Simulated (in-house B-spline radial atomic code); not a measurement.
Results of a calculation; reference values are marked as such.
## Making a Troullier-Martins p channel for Sn, r_c = 0.6 bohr

Sn, [Kr] 4d10 5s2 5p2, non-relativistic LDA (VWN5), spherical and spin-unpolarised, from a B-spline radial code for spherical atoms (atomic units). The all-electron 4p level is ε = -3.211999 hartree, its outermost node lies just inside 0.42 bohr and its outer maximum at 0.80 bohr.

Inside r_c the pseudo-orbital is u(r) = r^2 exp(p(r)), with p = c0 + c2 r² + c4 r⁴ + … + c12 r¹². The seven coefficients follow from p and its first four derivatives at r_c, from zero curvature of the screened potential at the origin, c4 = −c2²/(2l + 5), and from the norm inside r_c. At r_c the all-electron orbital has P = 0.9278734, P' = 3.212874, the screened potential V = -17.09934, V' = 58.4858, V'' = -262.5113, and the norm inside is Q = 0.1382282.

Problem. What are p, p' and p'' at r_c?

Solution. p = ln(P/r_c^2) = ln(0.9278734/0.36) = 0.94679. p' = P'/P − 2/r_c = 3.46262 − 3.33333 = 0.12929. The radial equation gives p'' = 2(V − ε) − 2(2) p'/r_c − p'² = -27.77468 − (0.86192) − 0.01672 = -28.65331. Differentiating, p''' = 2V' + 2(2)p'/r_c² − 2(2)p''/r_c − 2p'p'' = 316.84, and p'''' = 2V'' − 4(2)p'/r_c³ + 4(2)p''/r_c² − 2(2)p'''/r_c − 2p''² − 2p'p''' = -5002.8.

For a trial c2 the five matching conditions are linear in c0, c6, c8, c10 and c12, and c2 is varied until the norm inside r_c equals Q. The root nearest zero gives:

```
 n        c_n
 0   3.762816
 2  -26.17963
 4  -97.91042
 6   1736.612
 8  -6931.444
10   11695.53
12  -7360.531
```

Problem. Check c4 and p(r_c), and find the screened pseudopotential at the origin.

Solution. −c2²/7 = -97.9104, as listed. The terms c_n r_c^n are 3.76282, -9.42467, -12.68919, 81.02335, -116.42165, 70.71840, -16.02227, which sum to 0.94679. Inverting the radial equation, V_l(r) = ε + 2 p'/r + (p'' + p'²)/2, so V_l(0) = ε + (2l + 3) c2 = -3.211999 + 5 × (-26.1796) = -134.1101 hartree, finite where the all-electron potential diverges.

Orbitals and screened potentials:

| r (bohr) | P | u | V all-electron | V pseudo |
| --- | --- | --- | --- | --- |
| 0.06 | 0.4392 | 0.1409 | -638.0 | -133.3 |
| 0.15 | -0.1654 | 0.521 | -187.1 | -108.6 |
| 0.24 | -0.6643 | 0.5161 | -90.33 | -36.66 |
| 0.33 | -0.4712 | 0.3564 | -52.69 | 18.13 |
| 0.42 | 0.04245 | 0.3534 | -34.2 | 33.03 |
| 0.51 | 0.5551 | 0.5832 | -23.66 | 8.967 |
| 0.6 | 0.9279 | 0.9279 | -17.1 | -17.1 |

Logarithmic derivatives P'/P at R = 0.9 bohr, for energies E around ε:

```csv
E − ε (hartree),all-electron,pseudo
-0.5,-0.324926,-0.330135
-0.25,-0.508181,-0.509646
-0.1,-0.622225,-0.622479
0,-0.700061,-0.700062
0.1,-0.7794,-0.779681
0.25,-0.901352,-0.903236
0.5,-1.11294,-1.12157
```

Problem. With P(R) = 1.167937 and a norm of 0.5359363 inside R, what slope in energy does norm conservation fix?

Solution. d(P'/P)/dE = −2 × (norm inside R)/P(R)² = -0.7858 per hartree·bohr at E = ε, for both atoms, since orbital and norm agree at R. Differences over ±0.1 hartree give -0.7859 (all-electron) and -0.7860 (pseudo), which also hold third-order terms. Half a hartree below ε the two curves differ by -0.0052.
